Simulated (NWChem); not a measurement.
Species: AuH2OBr; SMILES [OH2]->[Au][Br]

```xyz
5

Au    -0.0315     0.5332     0.0000
Br     0.0188    -1.8235     0.0000
O     -0.0785     2.7157     0.0000
H      0.3649     3.0911     0.7719
H      0.3649     3.0911    -0.7719
```
Atoms are numbered in this order, from 1.

Level: PBE0/def2-SVP with def2 effective core potentials on Au (NWChem), optimised geometry, unscaled harmonic frequencies. This build's default masses of Se (78.918 u) and Br (79.917 u) are each other's, which moves their modes by up to 0.6 %. def2 effective core potentials on Au; no spin-orbit coupling.

| frequency (cm⁻¹) | IR intensity (km/mol) |
|---|---|
| 102 | 8.9 |
| 102 | 1.1 |
| 256 | 3.9 |
| 351 | 17.9 |
| 489 | 258.7 |
| 627 | 5.4 |
| 1612 | 70.8 |
| 3834 | 114.5 |
| 3928 | 164.1 |

The zero-point energy comes out as 16.1 kcal/mol, the thermal correction to the enthalpy at 298.15 K (with zero-point energy) comes out as 20.2 kcal/mol and the heat capacity Cv comes out as 15.5 cal/(mol K). The entropy at 298.15 K and 1 atm (symmetry number 1) comes out as 77.9 cal/(mol K).

Rigid rotor and harmonic oscillator.
